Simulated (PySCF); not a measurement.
# Frontier levels across methods

C4H10OSi.
Structure used (PBE0-D3(BJ)/def2-SVP), in Å, numbered top down from 1:
```
atom  x, y, z in Å
C1     0.955    0.990   -0.667
C2     1.593   -0.062    0.251
Si3    0.188   -1.002    1.110
C4    -1.268   -0.770   -0.073
C5    -1.394    0.716   -0.445
O6    -0.253    1.485   -0.134
H7     0.782    0.569   -1.677
H8     1.618    1.860   -0.793
H9     2.230    0.421    1.008
H10    2.238   -0.749   -0.320
H11   -0.104   -0.445    2.466
H12    0.506   -2.457    1.266
H13   -2.212   -1.157    0.342
H14   -1.046   -1.388   -0.960
H15   -1.636    0.827   -1.521
H16   -2.212    1.181    0.124
```

Basis pcSseg-1 throughout (PySCF), one geometry. One conformer (not necessarily the lowest) at the PBE0-D3(BJ)/def2-SVP geometry, without solvent, vibrations or thermal averaging.

Question: How do the orbital energies, the gap and the dipole change with the method?

Answer: 
| method | kind | HOMO (eV) | LUMO (eV) | gap (eV) | μ (D) | SCF cycles |
| --- | --- | --- | --- | --- | --- | --- |
| B97-D | GGA | -5.87 | 0.34 | 6.21 | 1.31 | 14 |
| KT2 | GGA | -6.01 | 0.06 | 6.07 | 1.27 | 14 |
| KT3 | GGA | -6.02 | 0.12 | 6.14 | 1.26 | 14 |
| B97-2 | global hybrid | -7.11 | 1.05 | 8.16 | 1.38 | 13 |
| B3LYP | global hybrid | -7.13 | 0.75 | 7.88 | 1.37 | 13 |
| PBE0 | global hybrid | -7.38 | 1.02 | 8.40 | 1.39 | 12 |
| mPW1PW91 | global hybrid | -7.42 | 1.05 | 8.47 | 1.40 | 12 |
| CAM-B3LYP | range-separated hybrid | -8.78 | 1.94 | 10.72 | 1.41 | 12 |
| BHandHLYP | global hybrid | -8.84 | 1.78 | 10.63 | 1.45 | 12 |
| wB97X-D | range-separated hybrid | -9.28 | 2.81 | 12.09 | 1.42 | 13 |
| LC-wPBE | range-separated hybrid | -10.10 | 3.21 | 13.31 | 1.46 | 13 |

The HOMO spans 4.24 eV, from B97-D down to LC-wPBE, and the gap runs from 6.07 eV (KT2) to 13.31 eV (LC-wPBE). Over the methods B97-D (0 %), KT2 (0 %), KT3 (0 %), B97-2 (21 %), B3LYP (20 %), PBE0 (25 %), mPW1PW91 (25 %), BHandHLYP (50 %), a straight line through the gap against the share of exact exchange rises by 0.90 eV for each 10 % (correlation coefficient 0.999). The dipole ranges from 1.26 D (KT3) to 1.46 D (LC-wPBE). This basis has no diffuse functions.

The vertical ΔSCF ionisation energy at CAM-B3LYP/def2-SVPD is 9.62 eV; −ε(HOMO) comes closest to it with wB97X-D (9.28 eV).
